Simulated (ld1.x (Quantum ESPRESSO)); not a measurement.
S (Z = 16): ultrasoft pseudisation with PBEsol, scalar-relativistic reference atom.

sulfur (S), ultrasoft, made with ld1.x (Quantum ESPRESSO) 7.5 (PBEsol, scalar-relativistic). Core [Ne], reference 3s1 3p5. Waves: 3s (bound): rcut 1.45, rcutus 1.55 bohr; 3s channel at 0.65 Ry: rcut 1.45, rcutus 1.55 bohr; 3p (bound): rcut 1.30, rcutus 1.40 bohr; 3p channel at -0.15 Ry: rcut 1.30, rcutus 1.40 bohr. Local part: all-electron potential smoothed inside 1.40 bohr (lloc = -1). Core correction: a·sin(br)/r model core inside 1.25 bohr. Augmentation charge: PSQ, radius 0.95 bohr.

All-electron outer shells of the reference configuration (PBEsol, scalar-relativistic, ld1.x):

| shell | level (eV) | outermost node (bohr) | outermost maximum (bohr) |
| --- | --- | --- | --- |
| 2s | -212.68 | 0.13 | 0.39 |
| 2p | -157.74 | – | 0.33 |
| 3s | -17.87 | 0.60 | 1.40 |
| 3p | -7.53 | 0.58 | 1.59 |

**Question.** Estimate the cutoffs (Ry, on a coarse ladder) from which the occupation-weighted sum of valence levels, in a spherical-Bessel basis at the reference potential, stays within 10 and 1 mRy of its value at 400 Ry.

**Answer.** 15 Ry and 35 Ry.

**Question.** Does the potential have ghost states?

**Answer.** No extra level below or beside the all-electron valence levels (s, p, d, f tested).

**Question.** Is the overlap operator S = 1 + Σ q|β⟩⟨β| positive definite (Bessel basis up to 400 Ry)?

**Answer.** Yes: its lowest eigenvalue is 0.42 (s channel).

**Question.** Tests: 3s2 3p4; 3s2 3p3; 3s2 3p2; 3s2 3p3.5; 3s2 3p1; 3s2 3p4.3; 3s0 3p6. Which has the largest error in its energy relative to the reference configuration, and how large is it?

**Answer.** 3s2 3p1, with +13 meV (all-electron minus pseudo) on +57.69 eV.
